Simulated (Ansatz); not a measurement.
Ideal-gas functions of `FB(F)I` at 500 K and 1 bar, from an Ansatz frequency run at PBE0-D4/def2-TZVP.

Molar mass 175.71 g/mol, point group C2v (symmetry number 2), electronic degeneracy 1, moments of inertia 48.395, 248.693, 297.088 u Å². Harmonic wavenumbers (cm⁻¹, unscaled): 258, 306, 533, 603, 1206, 1449.

Use S(trans) = R[1.5 ln M + 2.5 ln T − 1.1517]; rotational temperatures θ = 24.2544 K / I; S(rot) = R[ln(√π/σ · √(T³/θAθBθC)) + 1.5]; for each mode x = 1.438777 ν̃/T, S = R[x/(eˣ − 1) − ln(1 − e⁻ˣ)] and H = RT x/(eˣ − 1); 1 cm⁻¹ = 0.0119627 kJ/mol; R = 8.31446 J/(mol·K).

Problem. By hand: the entropy, in J/(mol·K).

Solution. Translation 184.1. Rotation: θ = 0.5012, 0.0975, 0.0816 K, giving 111.9. Vibration, mode by mode: 10.98, 9.64, 5.53, 4.70, 1.19, 0.67, in all 32.7. Electronic 0.0. Sum 328.7 J/(mol·K).

Problem. By hand: H − E and G − E in kJ/mol, counted from the electronic energy.

Solution. Zero-point energy ½ × 4355 × 0.0119627 = 26.0; thermal vibration 9.4; translation, rotation and pV give 4 RT = 16.6. H − E = 52.0 kJ/mol, and G − E = 52.0 − 500 × 328.7/1000 = -112.3 kJ/mol.

Vibration gives 10 % of the entropy.
